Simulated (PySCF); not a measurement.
Structure with atom numbers: `[CH3:1][Si@@H:2]([OH:3])[Si@@:4]([CH3:5])([F:6])[O:7][SiH3:8]`. Each H is labelled by its parent atom.

Calculated, not measured (PySCF): GIAO PBE0/pcSseg-1 shieldings, structure optimised with GFN2-xTB. One computed conformer, relativity neglected, averaged over atoms made equivalent by symmetry, fast rotation or ring inversion, no solvent model.

List the cross peaks expected in HSQC, COSY and HMBC spectra.

Answers



HSQC (one-bond C–H):
```tsv
δH	δC
0.36 (H(C5))	3.1 (C5)
0.23 (H(C1))	1.4 (C1)
```

COSY cross peaks (H two or three bonds apart, from the bond graph; peaks can be absent where the dihedral angle is near 90°):
```tsv
δH	δH
5.52 (H(Si2))	0.23 (H(C1))
```

HMBC (two and three bonds, from the bond graph):
```tsv
δH	δC
5.52 (H(Si2))	3.1 (C5), 1.4 (C1)
```

Scale: ¹H (31.72 ppm) and ¹³C (186.93 ppm) vs TMS (reference shieldings calculated alike).

OH/NH shifts are gas-phase values; hydrogen bonding in solution moves them, usually downfield. Shifts are as computed. Against solution values, carbons near 30 ppm lie about +3 ppm off and those near 130 ppm about +5 ppm. Of 1211 compounds with measured shifts, 218 miss one by over three times the rms of a fit or turn the order of signals round; such compounds aren't used in these exercises.
